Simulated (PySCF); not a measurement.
This PySCF input asks for the NMR shieldings of SMILES C=CC(=C)C1=CC=[O+][BH2-]O1, C7H9BO2; the geometry comes from GFN2-xTB.

```python
import basis_set_exchange as bse
import numpy as np
from pyscf import gto, dft
from pyscf.prop import nmr

atoms = """
C    -1.643972   -1.099803    1.840867
C    -2.054491   -0.799069    0.615065
C    -1.191779   -0.411554   -0.495973
C    -1.597268   -0.507575   -1.766392
C     0.173159    0.105824   -0.230085
C     0.387597    1.030185    0.804903
C     1.683974    1.468321    1.013961
O     2.693355    1.130516    0.334858
B     2.543268    0.207065   -0.891235
O     1.093990   -0.296701   -0.999859
H    -0.606921   -1.054139    2.127578
H    -2.336193   -1.418048    2.601478
H    -3.101916   -0.894721    0.359916
H    -0.944200   -0.243823   -2.580232
H    -2.585506   -0.852931   -2.018420
H    -0.424862    1.377078    1.415619
H     1.888813    2.155031    1.839281
H     3.241096   -0.739588   -0.725398
H     2.772050    0.853181   -1.865124
"""
names = dict.fromkeys(["C", "O", "B", "H"], "pcSseg-1")
basis = {el: gto.basis.parse(bse.get_basis(n, elements=[el], fmt="nwchem")) for el, n in names.items()}
mol = gto.M(atom=atoms, basis=basis, charge=0, verbose=0)
mf = dft.RKS(mol, xc="PBE0")
mf.grids.level = 2
mf.grids.alignment = dft.numint.BLKSIZE   # the property module wants whole blocks of grid points
mf.conv_tol = 1e-9
mf.kernel()

calc = nmr.RKS(mf)   # GIAO
C = mf.mo_coeff
Co = C[:, mf.mo_occ > 0]
resp = mf.gen_response(singlet=True, hermi=2)
def vind(x):   # induced exchange potential for any number of trial vectors
    d = np.einsum("pi,xij,qj->xpq", C, 2 * x.reshape(-1, C.shape[1], Co.shape[1]), Co, optimize=True)
    return np.einsum("xpq,pi,qj->xij", resp(d - d.transpose(0, 2, 1)), C, Co, optimize=True).ravel()
mo1, _ = nmr.rhf.solve_mo1(calc, with_cphf=vind)
sigma = calc.kernel(mo1)
for i, s in enumerate(sigma):   # ppm
    w = np.linalg.eigvalsh((s + s.T) / 2)
    print("%2d %-2s iso %8.1f  s11 %8.1f  s22 %8.1f  s33 %8.1f" % (i, mol.atom_pure_symbol(i), w.mean(), *w))
```

Question: Give the expected output.

Answer: 
```
 0 C  iso     57.8  s11    -52.1  s22     57.2  s33    168.4
 1 C  iso     44.8  s11    -70.8  s22     56.1  s33    149.2
 2 C  iso     34.1  s11    -75.2  s22     36.8  s33    140.5
 3 C  iso     53.1  s11    -48.8  s22     45.4  s33    162.8
 4 C  iso     -4.9  s11   -101.4  s22    -29.5  s33    116.2
 5 C  iso     84.1  s11    -16.6  s22    113.6  s33    155.3
 6 C  iso      1.6  s11   -102.8  s22     -5.5  s33    113.2
 7 O  iso     65.3  s11   -164.0  s22      3.6  s33    356.2
 8 B  iso     96.8  s11     86.9  s22    101.1  s33    102.5
 9 O  iso     61.3  s11   -157.0  s22     19.6  s33    321.4
10 H  iso     25.8  s11     23.2  s22     24.8  s33     29.5
11 H  iso     25.9  s11     23.9  s22     25.5  s33     28.5
12 H  iso     25.0  s11     23.3  s22     23.6  s33     28.2
13 H  iso     25.5  s11     22.1  s22     24.8  s33     29.5
14 H  iso     25.9  s11     23.3  s22     25.4  s33     29.1
15 H  iso     26.3  s11     23.1  s22     25.9  s33     29.9
16 H  iso     24.1  s11     22.3  s22     23.7  s33     26.1
17 H  iso     27.4  s11     25.2  s22     28.0  s33     29.1
18 H  iso     27.4  s11     25.0  s22     28.2  s33     29.1
```

These numbers come from an equivalent density-fitted implementation of the same equations, which agrees with the script to about 0.01 ppm for H and up to a few tenths of a ppm for heavy atoms, so last digits may differ.

Size and cost of the density-fitted run: 215 basis functions, 40 s wall time on 1 thread of an Arm Neoverse V2, shared host.
